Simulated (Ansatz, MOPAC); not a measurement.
Species: AlOBr (charge 0, singlet). SMILES: [O]=[Al][Br]

Atoms: Al1, O2, Br3. Bonds: Al1-O2, Al1-Br3.

Bond lengths (Å) and angles (degrees) optimised at MNDO with MOPAC; HF/STO-3G with Ansatz (a quantum-chemistry and plane-wave program); PBE/6-31G* with LANL2DZ past Ar with Ansatz; B3LYP/6-31G* with LANL2DZ past Ar with Ansatz, each started from the B3LYP-D3(BJ)/def2-TZVP structure (Ansatz) of the last column. A row stands for all coordinates that are equal there. 6-31G* holds six Cartesian d functions. No wavenumbers were computed at MNDO, HF/STO-3G, PBE/6-31G* with LANL2DZ past Ar, so these may be saddle points.

```
coordinate   MNDO  HF/STO-3G  PBE/6-31G* with LANL2DZ past Ar  B3LYP/6-31G* with LANL2DZ past Ar  B3LYP-D3(BJ)/def2-TZVP
----------  -----  ---------  -------------------------------  ---------------------------------  ----------------------
Al1-O2      1.481      1.556                            1.625                              1.607                   1.597
Al1-Br3     2.158      2.182                            2.268                              2.257                   2.223
O2-Al1-Br3  180.0      180.0                            180.0                              180.0                   180.0
```

Mean signed difference of all 2 bond lengths from B3LYP-D3(BJ)/def2-TZVP: MNDO -0.090 Å, HF/STO-3G -0.041 Å, PBE/6-31G* with LANL2DZ past Ar 0.037 Å, B3LYP/6-31G* with LANL2DZ past Ar 0.022 Å.
